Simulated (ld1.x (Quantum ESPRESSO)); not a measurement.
What one change does to a pseudopotential (silver (Ag), TM)

* Element: silver (Ag)
* Generator: ld1.x (Quantum ESPRESSO) 7.5
* Type: norm-conserving Troullier–Martins (Kleinman–Bylander form)
* Functional: PBE
* Relativity: scalar-relativistic
* Frozen core: [Ar] 3d10 4s2
* Valence charge: 17
* Reference configuration: 4p6 4d10 5s1 5p0
* Partial waves: 5s (bound): rc 2.65 bohr; 4p (bound): rc 0.90 bohr; 4d (bound): rc 1.90 bohr
* Local potential: the d channel
* Core correction: Bessel-smoothed model core, default radius (core density twice the valence density)

Change: wave 4d (bound): rc 1.90 bohr becomes 4d (bound): rc 2.38 bohr.

Cutoffs: the cutoffs (Ry, on a coarse ladder) from which the occupation-weighted sum of valence levels, in a spherical-Bessel basis at the reference potential, stays within 10 and 1 mRy of its value at 400 Ry; they do not see the model core or the augmentation charge, which bear on the density cutoff. Errors are all-electron minus pseudo energies relative to the spin-unpolarised reference configuration.

Question: How do hardness, ghosts and transferability respond?

Answer: The potential gets neither clearly harder nor softer (160 Ry and 260 Ry → 160 Ry and 260 Ry); both files keep a bound ghost (s); of the 7 tests that both files solve, the error grows in 4 and shrinks in 2 by more than 15 % and 0.3 meV (median size 23.2 → 64.7 meV); the range in which the p phases agree narrows (upper end 4.6 → -0.3).

```csv
quantity,base,changed
"cutoff, loose",160 Ry,160 Ry
"cutoff, tight",260 Ry,260 Ry
loose cutoff by channel (10 mRy a level),"s 6 Ry, p 80 Ry, d 50 Ry","s 10 Ry, p 80 Ry, d 35 Ry"
bound ghosts,s,s
"error for 4p6 4d10 5s0 5p0, meV [ΔE 7.76 eV]",-8.9,-7.4
"error for 4p6 4d9 5s0 5p0, meV [ΔE 29.87 eV]",-16,-65
"error for 4p6 4d8 5s0 5p0, meV [ΔE 66.06 eV]",-53,-143
"error for 4p6 4d9 5s2 5p0, meV [ΔE 4.08 eV]",-23,-15
"error for 4p6 4d7 5s0 5p0, meV [ΔE 117.78 eV]",-112,-108
"error for 4p6 4d9 5s1 5p0, meV [ΔE 13.15 eV]",-6.3,-23
"error for 4p6 4d9 5s1 5p1, meV [ΔE 8.57 eV]",-53,-215
s: phases at 2.91 bohr within 0.05 rad from the reference energy up to (Ry; the scan ends near 5),2.2,2.9
p: phases at 2.91 bohr within 0.05 rad from the reference energy up to (Ry; the scan ends near 5),4.6,-0.3
d: phases at 2.91 bohr within 0.05 rad from the reference energy up to (Ry; the scan ends near 5),1.4,0.8
```

Base: These tests converged, but a pseudo level misses the all-electron one widely, so the file describes the atom poorly there or has found another state: 4p6 4d7 5s0 5p0: empty 5s by 6.7 eV. A true bound ghost makes a file unfit for plane-wave use even where its test errors are small: the radial tests pick states by their node count and pass the ghost by.
